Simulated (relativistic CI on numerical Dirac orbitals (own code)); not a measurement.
## Electric-dipole transitions in Sc3+

Computed by Dirac-Coulomb-Breit CI, orbitals from a KLI potential per configuration, QED by a radiative potential, valence Slater integrals scaled by 0.85, P86 correlation energy added to each configuration (own radial code, finite nucleus).

Configurations in the expansion (outside the closed core [Ne]): 3s2 3p6, 3s2 3p5 3d, 3s 3p6 3d, 3s2 3p5 4s, 3s2 3p5 4p, 3s2 3p5 4d, 3s2 3p5 5s, 3s2 3p5 5p, 3s2 3p5 4f, 3s2 3p5 5d, 3s2 3p5 6s, 3s2 3p5 5f, 3s2 3p5 6p, 3s2 3p5 5g, 3s2 3p5 6d, 3s 3p6 4s, 3s 3p6 4p, 3s 3p6 4d, 3s 3p6 5s, 3s 3p6 5p, 3s 3p6 4f, 3s 3p6 5d, 3p6 3d2, 3p5 3d3, 3p5 3d2 4s, 3p5 3d2 4p, 3p5 3d2 4d, 3p5 3d2 5s. Double excitations out of closed p, d and f shells are left out; levels of such configurations are missing from the list, as are those of other unlisted configurations, and high levels can miss mixing partners. These lack a partner that the ground configuration has and come out too high: 3s2 3p5 5p, 3s2 3p5 4f, 3s2 3p5 5d, 3s2 3p5 6s, 3s2 3p5 5f.

```csv
λ vac (nm),Lower,Upper,A (s⁻¹),E lower (eV),E upper (eV)
21.504,3s2 3p6 1S_0 [1],3s2 3p5 5s 1P°_1 [43],1.27e+09,0.0000,57.6566
41.589,3s2 3p5 3d 3F°_4 [5],3s2 3p5 4f 3D_3 [68],2.25e+09,31.0568,60.8683
41.840,3s2 3p5 3d 3F°_3 [6],3s2 3p5 4f 3D_3 [68],3.50e+08,31.2353,60.8683
41.983,3s2 3p5 3d 3F°_3 [6],3s2 3p5 4f 3D_2 [67],1.52e+09,31.2353,60.7676
42.228,3s2 3p5 3d 3F°_3 [6],3s2 3p5 4f 3F_4 [65],1.53e+09,31.2353,60.5962
42.369,3s2 3p5 3d 3F°_4 [5],3s2 3p5 4f 3F_3 [61],1.53e+09,31.0568,60.3197
42.508,3s2 3p5 3d 3F°_3 [6],3s2 3p5 4f 3F_2 [62],2.44e+09,31.2353,60.4026
42.654,3s2 3p5 3d 3F°_4 [5],3s2 3p5 4f 3F_4 [60],8.13e+08,31.0568,60.1241
42.854,3s2 3p5 3d 3F°_4 [5],3s2 3p5 4f 3G_4 [57],2.68e+08,31.0568,59.9885
42.889,3s2 3p5 3d 3F°_4 [5],3s2 3p5 4f 3G_5 [56],6.38e+09,31.0568,59.9647
42.918,3s2 3p5 3d 3F°_3 [6],3s2 3p5 4f 3F_4 [60],7.17e+08,31.2353,60.1241
42.933,3s2 3p5 3d 3F°_3 [6],3s2 3p5 4f 3G_3 [59],8.76e+08,31.2353,60.1138
43.120,3s2 3p5 3d 3F°_3 [6],3s2 3p5 4f 3G_4 [57],3.69e+09,31.2353,59.9885
43.217,3s2 3p5 3d 3F°_3 [6],3s2 3p5 5p 3D_2 [54],4.26e+08,31.2353,59.9244
43.874,3s2 3p5 3d 3F°_4 [5],3s2 3p5 5p 3D_3 [48],7.36e+08,31.0568,59.3162
44.105,3s2 3p5 3d 3F°_3 [6],3s2 3p5 5p 3D_2 [49],5.34e+08,31.2353,59.3463
75.499,3s2 3p5 3d 3P°_0 [2],3s2 3p5 4p 3S_1 [18],2.57e+08,29.8487,46.2707
77.003,3s2 3p5 3d 3F°_4 [5],3s2 3p5 4p 3D_3 [19],1.56e+09,31.0568,47.1580
77.600,3s2 3p5 3d 3F°_3 [6],3s2 3p5 4p 3D_2 [20],1.23e+09,31.2353,47.2126
77.867,3s2 3p5 3d 3F°_3 [6],3s2 3p5 4p 3D_3 [19],1.57e+08,31.2353,47.1580
125.69,3s2 3p5 4p 3D_3 [19],3s2 3p5 5s 3P°_2 [40],9.33e+08,47.1580,57.0224
156.69,3s2 3p5 4p 3D_2 [20],3s2 3p5 4d 3F°_3 [32],1.69e+09,47.2126,55.1252
175.71,3s2 3p5 4p 1S_0 [27],3s2 3p5 4d 1P°_1 [39],9.70e+08,49.5712,56.6275
224.80,3s2 3p5 4s 3P°_2 [13],3s2 3p5 4p 3D_3 [19],4.45e+08,41.6426,47.1580
293.73,3s2 3p5 4d 3F°_3 [32],3s2 3p5 5p 3D_2 [49],2.55e+08,55.1252,59.3463
294.87,3s2 3p5 5p 3D_2 [49],3s2 3p5 6s 1P°_1 [83],1.96e+08,59.3463,63.5509
296.73,3s2 3p5 5p 3D_3 [48],3s2 3p5 6s 3P°_2 [82],2.55e+08,59.3162,63.4945
299.62,3s2 3p5 5p 3D_2 [54],3s2 3p5 6s 3P°_1 [85],2.53e+08,59.9244,64.0624
303.15,3s2 3p5 5p 1P_1 [50],3s2 3p5 6s 1P°_1 [83],1.71e+08,59.4610,63.5509
310.47,3s2 3p5 5p 3P_2 [51],3s2 3p5 6s 3P°_2 [82],1.08e+08,59.5011,63.4945
```

Terms are leading LS components. Brackets give the number of a level in order of energy, since labels repeat. The list gives strong lines, with weight on those to low levels, without lines whose two gauges differ by over a factor of 2.5, among the lowest 133 of 1096 levels, so that lines to higher ones, which can be the strongest, are missing, and without lines across small gaps between configurations, and without 291 lines that miss the measured interval by over 3.5 %, start from a term whose rates miss tabulated ones by over 60 %, have gauges far apart or, lacking measured levels, span too small a gap for the errors found; lines with a level outside our table were not tested and can miss by more. Levels whose partners in the same complex of configurations lie outside the list can be far off, and so can their lines. Rates are taken at the computed energies, electric ones in the length gauge.

Correlation outside the listed configurations is missing or only estimated: errors of thousands of cm⁻¹ between configurations and terms are usual at this charge. Rates and lifetimes follow the computed energies and can be off by large factors. The fine structure of a lone outer electron comes out too small, for d and f at times inverted, and misplaced configurations move strength between like terms. 50 of the 69 excited levels that our extract of the measured tables holds in this range could be paired (the sources list more); they are missed by 6320 cm⁻¹ on average and 60866 at most, and levels without a partner can miss by more.

LS names give the leading component of a level, which can be under half, so a name can repeat, a term be missing and a line seem to break the LS rules.
